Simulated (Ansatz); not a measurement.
Relaxation of CH5ClFNOSi2 (12 atoms, charge 0, multiplicity 1), to a largest force component of 0.02 eV/Å in at most 40 steps.

Method: RKS r2SCAN/STO-3G in Ansatz.

```xyz
12
Properties=species:S:1:pos:R:3
F -0.054 -1.483 2.353
Si -0.188 -1.190 0.776
Cl 0.611 -2.604 -0.418
O -1.679 -0.986 0.278
C -1.418 0.242 -0.427
N -0.190 0.431 0.364
Si 1.315 0.960 -0.182
H -2.144 1.036 -0.242
H -1.318 0.115 -1.454
H 1.173 2.411 -0.419
H 1.613 0.291 -1.442
H 2.356 0.723 0.848
```

Problem. Where does it end, and by what steps?

Solution. It converged. Limits of this set-up: minimal basis. After 13 steps the energy has fallen by 2.025 eV; Cl3 moved furthest, 0.67 Å. The start is strongly strained (largest force component 8 eV/Å).

```tsv
step	energy less start (eV)	largest force component (eV/Å)	accepted
0	0.0000	8.030	yes
1	-1.6680	2.993	yes
2	-1.9456	0.824	yes
3	-1.9935	0.238	yes
4	-1.9934	0.556	no
5	-2.0114	0.110	yes
6	-2.0166	0.097	yes
7	-2.0198	0.043	yes
8	-2.0212	0.069	yes
9	-2.0229	0.049	yes
10	-2.0240	0.039	yes
11	-2.0244	0.047	yes
12	-2.0245	0.047	yes
13	-2.0246	0.009	yes
```

```xyz
12
Properties=species:S:1:pos:R:3
F -0.356 -1.608 2.462
Si -0.372 -1.365 0.865
Cl 0.713 -3.028 0.091
O -1.917 -1.039 0.152
C -1.355 0.227 -0.410
N 0.002 0.201 0.245
Si 1.383 1.124 -0.325
H -1.980 1.102 -0.103
H -1.324 0.196 -1.530
H 1.095 2.539 -0.203
H 1.681 0.837 -1.716
H 2.506 0.758 0.508
```

Whether the end is a true minimum wasn't checked by a vibrational analysis.

Run time: 95 s on 1 CPU thread of a shared host.
